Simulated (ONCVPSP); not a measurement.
Transferability test, ONCV potential for Si

* Element: silicon
* Generator: ONCVPSP 4.0.1
* Type: optimised norm-conserving Vanderbilt (ONCV)
* Functional: PBE
* Relativity: scalar-relativistic
* Frozen core: [Ne]
* Valence charge: 4
* Reference configuration: 3s2 3p1 (charge +1)
* Partial waves: 3s: rc 1.65 bohr, ncon 4, nbas 8, qcut 4.3 1/bohr, 1 projector; 3p: rc 2.10 bohr, ncon 3, nbas 7, qcut 3.9 1/bohr, 2 projectors, debl 3.9 Ha; d scattering state at 0.3 Ha: rc 2.30 bohr, ncon 4, nbas 7, qcut 3.9 1/bohr, 1 projector
* Local potential: polynomial inside 1.05 bohr (lpopt 5, dvloc0 3 Ha)
* Core correction: polynomial model core, fcfact 0.7

In the d channel the program set the typed energies aside and used 0.050 Ha.

Energies are relative to the spin-unpolarised reference configuration 3s2 3p1; without spin polarisation the order of configurations can differ from experiment.

| valence configuration | charge | ΔE all-electron (eV) | error AE − PS (meV) |
| --- | --- | --- | --- |
| 3s2 3p2 | 0 | -7.740 | +2.3 |
| 3s2 3p0 | +2 | 15.993 | +7.0 |
| 3s1 3p0 | +3 | 49.964 | +47 |
| 3s1 3p3 | 0 | -0.926 | +0.4 |

Levels in the configuration 3s2 3p2:

```csv
level,all-electron (eV),pseudo (eV)
3s,-10.813,-10.819
3p,-4.081,-4.084
```
